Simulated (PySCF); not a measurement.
**[Cu(H2O)6]2+: what the settings change**

[Cu(H2O)6]2+: Cu(II) (d9), charge +2. The structure is a PBE0-D3(BJ)/def2-SVP, IEF-PCM water geometry optimised for multiplicity 2; coordination octahedral, point group C1, metal–donor distances 2.01–2.21 Å.

```
19

Cu    0.000    0.000    0.000
O     0.037   -0.090    2.211
H     0.768    0.392    2.621
H    -0.755    0.233    2.663
O    -0.006   -0.093   -2.204
H     0.746   -0.033   -2.806
H    -0.787   -0.187   -2.763
O     2.013    0.059    0.006
H     2.335    0.897   -0.360
H     2.448   -0.636   -0.512
O    -2.012   -0.052   -0.033
H    -2.465    0.620    0.499
H    -2.344   -0.907    0.283
O     0.059    2.015   -0.043
H    -0.278    2.455    0.753
H    -0.433    2.399   -0.785
O    -0.053   -2.014   -0.045
H     0.440   -2.455    0.664
H     0.295   -2.368   -0.879
```

Method (PySCF 2.14, density fitting): CASSCF(9,5) with orbitals averaged over all microstates of the shell, strongly contracted NEVPT2 on the averaged canonical orbitals; basis x2c-TZVPall on the metal, x2c-SVPall elsewhere; spin-free X2C; IEF-PCM water; spin-orbit coupling by state interaction with the mean-field operator over all roots.

Base run: NEVPT2 ground state 2Eg-like, next 2Eg-like at 4628, then 2T2g-like at 10048 cm⁻¹, 10Dq(NEVPT2) 8163, ζ 808 cm⁻¹, g 2.111 2.128 2.563, μeff(300 K) 2.03 μB.

Problem. What happens with the basis x2c-TZVPall on all atoms?

Solution. NEVPT2 ground state 2Eg-like, next 2Eg-like at 4713, then 2T2g-like at 9879 cm⁻¹, 10Dq(NEVPT2) 8006, ζ 808 cm⁻¹, g 2.111 2.129 2.572, μeff(300 K) 2.03 μB. It took 37 s against 15 s on a shared host of the same kind.

NEVPT2 lifts 2T2g-like from 7423 to 10048 cm⁻¹; on the d shell alone it tends to overshoot states that fill the eg-type orbitals.
